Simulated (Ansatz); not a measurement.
Breaking the Si1–H4 bond in C2H4Si (SMILES C#C[SiH3]) (multiplicity 1 held, fragments rigid). Energies count from the point at 1.479 Å.
Geometry at that point (charge 0, multiplicity 1):
```xyz
7

Si    -0.9456    -0.0781    -0.4697
C      0.6846     0.0566     0.3401
C      1.7613     0.1455     0.8750
H     -1.0538     0.9501    -1.5267
H     -1.0849    -1.4224    -1.0694
H     -2.0102     0.1295     0.5351
H      2.7115     0.2240     1.3470
```

Unrestricted levels (U-) break spin symmetry where that is lower. Active spaces are followed from a long bond inwards. Curves can end on different states.

Correlated levels freeze the cores.

Codes used: Ansatz (Gaussian basis) for Hartree–Fock, density functionals and correlated methods. 

Q: Estimate the energy at R = 4.731 Å that U-B3LYP/cc-pV(T+d)Z returns for this input.

A: 93.6 kcal/mol

Q: What is the computed energy at R = 4.731 Å (FIC-MRCISD+Q on CASSCF(2,2)/cc-pV(T+d)Z)?

A: 94.9 kcal/mol

Doubts at one or more of the structures used: a spin-contaminated determinant (U-B3LYP/cc-pV(T+d)Z).

Ansatz is a quantum-chemistry and plane-wave program.
